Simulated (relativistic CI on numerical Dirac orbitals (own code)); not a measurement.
## Re⁴⁺: resonant inelastic scattering at the O2,3 edge

Computed with this model: Dirac-Coulomb-Breit CI, KLI orbitals optimised for each configuration, model QED (radiative potential, 1s self-energy scaled to tabulated hydrogen-like ionisation energies), valence Slater integrals scaled by 0.9, Kramers-Heisenberg scattering through one core-hole configuration in a parametric crystal field; configurations [Xe] 4f14 5d3 → [Kr] 4d10 4f14 5s2 5p5 5d4; 80 K; core-hole width 1.5 eV; summed over polarisations. Incident energies are the highest absorption maxima for each field (at most a few, so the weaker spin-orbit partner edge can be absent), on the computed scale of the free ion. Intensities are in per cent of the strongest line above 0.02 eV; levels within 1 cm⁻¹ are merged; final levels count from the ground level, the first row holds all elastic scattering, lines under 0.4 are left out and each table stops after 24 rows. The scale of the Slater integrals is a model choice and moves the terms in proportion.

Field parameters in Wybourne normalisation: D3d B²₀ = −7Dσ, B⁴₀ = −14Dq − 21Dτ, B⁴₃ = −14√(10/7) Dq. The field is a parameter set, without covalency.

S is read from ⟨S²⟩ = S(S + 1).

D3d, 10Dq = 24250, Dσ = -1200, Dτ = 0 cm⁻¹:

| Final level (eV) | Degeneracy | Irrep | S | 47 eV | 58.6 eV | 59.9 eV |
| --- | --- | --- | --- | --- | --- | --- |
| 0.000 | 2 | Γ4 | 1.46 | 854.6 | 246.1 | 279.8 |
| 0.034 | 2 | Γ5+Γ6 | 1.47 | 100.0 | 23.7 | 18.3 |
| 1.547 | 2 | Γ4 | 0.68 | 10.1 | 42.7 | 21.9 |
| 1.728 | 2 | Γ5+Γ6 | 0.62 | 5.4 | 26.9 | 23.1 |
| 1.887 | 2 | Γ4 | 0.55 | 2.4 | 2.1 | 5.5 |
| 1.923 | 2 | Γ5+Γ6 | 0.62 | 7.2 | 30.9 | 32.3 |
| 2.030 | 2 | Γ4 | 0.59 | 3.0 | 47.4 | 32.6 |
| 2.823 | 2 | Γ4 | 1.22 | 10.1 | 45.3 | 28.6 |
| 2.898 | 2 | Γ5+Γ6 | 1.19 | 7.2 | 32.6 | 35.3 |
| 2.981 | 2 | Γ4 | 1.36 | 6.1 | 47.6 | 46.2 |
| 3.153 | 2 | Γ4 | 1.40 | 5.1 | 13.2 | 24.3 |
| 3.186 | 2 | Γ4 | 1.05 | 8.8 | 17.6 | 16.9 |
| 3.194 | 2 | Γ5+Γ6 | 1.31 | 7.2 | 14.7 | 31.2 |
| 3.341 | 2 | Γ4 | 1.29 | 1.8 | 31.0 | 34.0 |
| 3.461 | 2 | Γ5+Γ6 | 1.08 | 4.9 | 9.0 | 8.3 |
| 3.512 | 2 | Γ4 | 1.04 | 3.6 | 12.7 | 10.3 |
| 4.050 | 2 | Γ4 | 1.31 | 7.0 | 6.2 | 13.9 |
| 4.235 | 2 | Γ4 | 1.37 | 3.1 | 11.3 | 15.6 |
| 4.293 | 2 | Γ5+Γ6 | 1.36 | 2.1 | 15.9 | 31.5 |
| 4.299 | 2 | Γ4 | 1.36 | 1.7 | 21.8 | 27.6 |
| 4.429 | 2 | Γ5+Γ6 | 1.44 | 3.7 | 14.6 | 18.1 |
| 4.460 | 2 | Γ4 | 1.37 | 1.4 | 8.2 | 11.3 |
| 4.693 | 2 | Γ4 | 0.69 | 2.3 | 18.9 | 24.9 |
| 4.841 | 2 | Γ4 | 0.75 | 3.7 | 11.3 | 4.3 |

D3d, 10Dq = 24250, Dσ = -860, Dτ = 0 cm⁻¹:

```tsv
Final level (eV)	Degeneracy	Irrep	S	47 eV	58.5 eV	59.8 eV
0.000	2	Γ4	1.46	857.2	252.7	274.6
0.025	2	Γ5+Γ6	1.47	100.0	24.3	17.9
1.596	2	Γ4	0.68	10.0	48.2	25.9
1.735	2	Γ5+Γ6	0.64	6.3	35.7	32.3
1.884	2	Γ4	0.56	2.6	3.0	5.4
1.902	2	Γ5+Γ6	0.60	6.5	23.6	23.2
2.030	2	Γ4	0.58	2.8	46.8	33.4
2.827	2	Γ4	1.22	9.9	51.9	28.6
2.898	2	Γ5+Γ6	1.18	6.9	32.3	34.0
2.971	2	Γ4	1.32	5.6	46.6	45.5
3.171	2	Γ4	1.37	5.5	15.1	27.6
3.197	2	Γ4	1.07	9.5	15.5	17.2
3.204	2	Γ5+Γ6	1.35	7.6	15.5	31.0
3.320	2	Γ4	1.33	2.2	27.6	29.4
3.420	2	Γ5+Γ6	1.06	4.4	9.1	9.5
3.453	2	Γ4	1.05	3.5	14.0	11.8
4.031	2	Γ4	1.31	7.2	5.6	12.4
4.227	2	Γ4	1.38	3.0	11.9	15.7
4.272	2	Γ5+Γ6	1.37	2.2	15.8	30.2
4.293	2	Γ4	1.36	1.5	20.7	23.6
4.400	2	Γ5+Γ6	1.44	3.6	14.6	18.8
4.417	2	Γ4	1.39	1.5	9.4	13.5
4.711	2	Γ4	0.69	2.1	23.9	25.6
4.862	2	Γ4	0.72	4.8	11.1	6.0
```

D3d, 10Dq = 24250, Dσ = -510, Dτ = 0 cm⁻¹:

| Final level (eV) | Degeneracy | Irrep | S | 47 eV | 58.5 eV | 59.8 eV |
| --- | --- | --- | --- | --- | --- | --- |
| 0.000 | 2 | Γ4 | 1.47 | 1590.2 | 485.6 | 506.8 |
| 0.015 | 2 | Γ5+Γ6 | 1.47 | 172.1 | 41.5 | 31.1 |
| 1.639 | 2 | Γ4 | 0.68 | 18.3 | 96.5 | 54.9 |
| 1.728 | 2 | Γ5+Γ6 | 0.66 | 14.1 | 84.7 | 73.9 |
| 1.881 | 2 | Γ4 | 0.56 | 5.2 | 7.6 | 11.7 |
| 1.884 | 2 | Γ5+Γ6 | 0.58 | 9.6 | 25.6 | 23.7 |
| 2.028 | 2 | Γ4 | 0.58 | 4.7 | 86.1 | 59.9 |
| 2.828 | 2 | Γ4 | 1.23 | 17.9 | 100.0 | 52.7 |
| 2.903 | 2 | Γ5+Γ6 | 1.19 | 12.3 | 60.7 | 60.2 |
| 2.951 | 2 | Γ4 | 1.27 | 9.8 | 81.0 | 77.3 |
| 3.185 | 2 | Γ4 | 1.32 | 11.4 | 33.4 | 58.8 |
| 3.203 | 2 | Γ4 | 1.12 | 18.4 | 27.2 | 34.2 |
| 3.209 | 2 | Γ5+Γ6 | 1.38 | 14.3 | 31.2 | 58.0 |
| 3.310 | 2 | Γ4 | 1.39 | 4.1 | 46.3 | 43.6 |
| 3.389 | 2 | Γ5+Γ6 | 1.02 | 7.6 | 16.8 | 21.6 |
| 3.404 | 2 | Γ4 | 1.02 | 6.9 | 25.7 | 25.5 |
| 4.017 | 2 | Γ4 | 1.32 | 13.6 | 9.5 | 21.8 |
| 4.225 | 2 | Γ4 | 1.38 | 5.2 | 23.4 | 31.0 |
| 4.253 | 2 | Γ5+Γ6 | 1.38 | 4.6 | 29.0 | 52.1 |
| 4.290 | 2 | Γ4 | 1.35 | 2.4 | 33.6 | 35.3 |
| 4.376 | 2 | Γ5+Γ6 | 1.44 | 6.0 | 27.5 | 37.1 |
| 4.382 | 2 | Γ4 | 1.41 | 3.1 | 21.1 | 31.6 |
| 4.723 | 2 | Γ4 | 0.69 | 3.8 | 55.0 | 50.2 |
| 4.880 | 2 | Γ4 | 0.69 | 11.2 | 17.8 | 15.4 |

For the first field the strongest loss at the lowest incident energy is the level at 0.03 eV (S = 1.47, against 1.46 in the thermal ground state). Levels of other spin, the first over 8 % at 1.55 eV, appear because spin-orbit coupling of the core hole, and in heavier ions of the valence shell too, mixes spins.
